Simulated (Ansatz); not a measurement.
Program: Ansatz. Geometries: PBE0-D4/def2-TZVP. ΔE: electronic, gas phase. CCSD(T)/CBS is the MP2 limit (def2-TZVPP, def2-QZVPP) plus CCSD(T) − MP2 in def2-TZVPP, frozen cores. This one scheme is used for every species. DFT in def2-TZVPP. For Se outer-core shells are correlated without core-valence functions, which leaves a few kJ/mol of doubt a bond. Scalar relativity is left out up to krypton.

Consider the ligand exchange at the Al–C bond: `[CH3][AlH2]` + `C[SeH]` → `C[Se][AlH2]` + CH₄.

| species | RPA@PBE/def2-TZVPP energy (Eh) |
| --- | --- |
| `[CH3][AlH2]` | -283.19318 |
| `C[SeH]` | -2440.77083 |
| `C[Se][AlH2]` | -2683.44839 |
| CH₄ | -40.56347 |

(1) Work out ΔE.

Largest T1 diagnostic among the species: 0.010.

Results:

(1) ΔE = (-2683.44839) + (-40.56347) − (-283.19318) − (-2440.77083) = -0.04785 Eh = -1.30 eV. CCSD(T)/CBS gives -1.39 eV.

Leaving LDA and LC-ωPBE aside and taking each functional with its dispersion term where it has one, the values, not all of them listed here, spread over 0.08 eV, from r2SCAN0-D4 to CAM-B3LYP-D4. From BLYP to BHLYP (50 % exact exchange), in def2-TZVPP and without D4, ΔE moves by −0.04 eV.
